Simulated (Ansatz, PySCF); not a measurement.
Al(Me)(OSiH3)2 (CH9AlO2Si2), SMILES [CH3][Al]([O][SiH3])[O][SiH3].

Geometry optimised at B3LYP-D3(BJ)/def2-SVP. The isomer is the one that the SMILES or the coordinates give; other isomers of the formula were not compared. The values are those of a single conformer.

Vertical ionisation energy (IE) and electron affinity (EA) in eV. Rows of orbital energies are one-electron estimates. Where ΔSCF, EOM or ADC give a negative EA the extra electron is unbound and the value depends on the basis.

| level | IE | EA |
|---|---|---|
| −ε(HOMO), −ε(LUMO), CAM-B3LYP/def2-TZVP (PySCF) | 9.92 | -0.35 |
| ΔSCF, CAM-B3LYP/def2-SVPD (Ansatz), final states of multiplicity 2 and 2 | [?] | [?] |

Problem. Complete the blanks. (An estimate is asked for; the answer gives what the named calculation found.)

Solution. 
- ΔSCF, CAM-B3LYP/def2-SVPD (Ansatz, a quantum-chemistry and plane-wave program), final states of multiplicity 2 and 2, IE: 10.61
- ΔSCF, CAM-B3LYP/def2-SVPD (Ansatz), final states of multiplicity 2 and 2, EA: -0.47

Problem. What vertical singlet–triplet gap does ΔSCF give with CAM-B3LYP/def2-SVPD (Ansatz)? (The exact figures need the calculation; the answer reports its results.)

Solution. 6.87 eV (triplet above singlet where positive).
